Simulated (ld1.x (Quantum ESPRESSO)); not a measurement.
**What one change does to a pseudopotential (zirconium (Zr), TM)**

* Element: Zr (Z = 40)
* Generator: ld1.x (Quantum ESPRESSO) 7.5
* Type: norm-conserving Troullier–Martins (Kleinman–Bylander form)
* Functional: LDA (PZ)
* Relativity: fully relativistic
* Frozen core: [Kr]
* Valence charge: 4
* Reference configuration: 4d2 5s1 5p1
* Partial waves: 5p (bound): rc 3.85 bohr; 4d (bound): rc 2.80 bohr; 5s (bound): rc 2.80 bohr
* Local potential: the s channel
* Core correction: Bessel-smoothed model core inside 1.95 bohr

Open shells are filled in proportion to 2j + 1 (rel_dist='average').

All-electron outer shells of the reference configuration (LDA (PZ), scalar-relativistic, ld1.x):

| shell | level (eV) | outermost node (bohr) | outermost maximum (bohr) |
| --- | --- | --- | --- |
| 4s | -55.75 | 0.55 | 1.08 |
| 4p | -33.73 | 0.56 | 1.17 |
| 5s | -5.34 | 1.46 | 3.08 |
| 4d | -4.80 | 0.58 | 1.61 |
| 5p | -2.14 | 1.69 | 4.00 |

Change: all radii but the core radius scaled by about 1.23 (s 3.44, p 4.72, d 3.44 bohr).

Cutoffs: the cutoffs (Ry, on a coarse ladder) from which the occupation-weighted sum of valence levels, in a spherical-Bessel basis at the reference potential, stays within 10 and 1 mRy of its value at 400 Ry; they do not see the model core or the augmentation charge, which bear on the density cutoff. Errors are all-electron minus pseudo energies relative to the spin-unpolarised reference configuration.

Question: Predict the effect on cutoff, ghosts and configuration errors.

Answer: The potential gets softer (21 Ry and 25 Ry → 18 Ry and 21 Ry); of the 7 tests that both files solve, the error grows in 2 and shrinks in 5 by more than 15 % and 0.3 meV (median size 4.0 → 3.0 meV); neither file shows a bound ghost. A larger radius leaves more room for a smooth pseudo-wave, so fewer plane waves are needed.

```csv
quantity,base,changed
"cutoff, loose",21 Ry,18 Ry
"cutoff, tight",25 Ry,21 Ry
loose cutoff by channel (10 mRy a level),"p 6 Ry, d 18 Ry, s 6 Ry","p 6 Ry, d 15 Ry, s 6 Ry"
bound ghosts,none,none
"error for 4d2 5s2 5p0, meV [ΔE -3.11 eV]",-3.0,-1.2
"error for 4d2 5s1 5p0, meV [ΔE 4.24 eV]",-2.0,-3.0
"error for 4d2 5s0 5p0, meV [ΔE 17.48 eV]",-20,-31
"error for 4d2 5s0 5p2, meV [ΔE 3.28 eV]",-4.0,-1.8
"error for 4d1 5s2 5p1, meV [ΔE -0.05 eV]",-103,-31
"error for 4d1 5s2 5p0, meV [ΔE 4.71 eV]",-68,-8.8
"error for 4d2 5s0 5p1, meV [ΔE 8.05 eV]",-3.2,-0.8
```
